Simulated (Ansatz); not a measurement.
Saddle point of BSiH₄F₃, closed shell (BSiH₃F₂ ([F][B]([F])[SiH3]) + HF → BF₃ ([F][B]([F])[F]) + SiH₄; bonds formed: B1–F6, Si2–H5; bonds broken: B1–Si2, H5–F6), PBE0-D4/def2-TZVP structure:

```
9
angstrom
B -0.5582 -0.9078 0.2695
Si 0.2697 1.0475 -0.3619
F -1.0385 -1.5571 -0.7859
F -1.3251 -0.7514 1.3435
H 0.9203 -0.6420 0.3689
F 0.8067 -1.6790 0.7459
H -1.0794 1.5576 -0.7130
H 0.8685 1.8944 0.7001
H 1.1361 1.0376 -1.5672
```

Energies are electronic, without zero-point energy. Barriers and step energies count from the start structure reached by relaxing down the imaginary mode; all methods use the PBE0-D4 structures, on which another method's saddle can fall below an end. Computed with Ansatz 0.2.0 (basis: def2-TZVPP, with def2-QZVPP for the basis limit); correlated methods freeze the cores. B3LYP uses VWN-RPA correlation. Extrapolation: Hartree–Fock as exp(−7.88 √X), correlation as X^−2.97.

| method | barrier (kJ/mol) | step energy (kJ/mol) |
| --- | --- | --- |
| SPW92 | 45.2 | -141.7 |
| PBE-D4 | 81.2 | -137.7 |
| BLYP-D4 | 103.2 | -148.1 |
| r2SCAN-D4 | ? | -154.7 |
| B97M-V | 104.7 | -162.4 |
| PBE0-D4 | 100.0 | -145.9 |
| B3LYP-D4 | ? | -154.5 |
| r2SCAN0-D4 | 104.5 | -158.4 |
| BHLYP-D4 | 137.1 | -164.0 |
| CAM-B3LYP-D4 | 115.8 | -158.2 |
| wB97X-V | 115.0 | -150.2 |
| wB97M-V | 112.0 | -154.9 |
| B2PLYP | ? | -158.2 |
| PBE-QIDH | 113.8 | -154.6 |
| RPA on PBE | 121.3 | -153.8 |
| HF | 190.5 | -182.5 |
| MP2 | 117.7 | -157.8 |
| CCSD | 135.0 | -158.9 |
| CCSD(T) | 123.1 | -155.4 |

Question: Fill in the withheld barriers. (To be estimated.)

Answer: Computed: B2PLYP 119.6; r2SCAN-D4 89.7; B3LYP-D4 115.4 kJ/mol. Each is the energy of the saddle less that of the start structure, by the same method.

For comparison, the barrier by CCSD(T) at an estimated basis limit (MP2 extrapolated from triple and quadruple zeta, plus CCSD(T) − MP2 in triple zeta) is 124.8 kJ/mol.

The T1 diagnostic stays at or below 0.014.

Steps of this kind, hydrogen fluoride cutting a network bond, underlie vapour etching and the fluorination step of atomic layer etching.

Labels in which every atom is bracketed show which atoms are joined, not bond orders.

For scale, one of the runs: CCSD(T)/def2-TZVPP, 222 basis functions, launched by `ansatz run in.yaml --threads 4 --pin off --events-out ev --progress --plain --max-ram 9574MiB`. Time: 110 s of wall clock on 4 CPU threads of an Arm Neoverse V1; the host was shared. Peak host memory: 3.7 GiB.
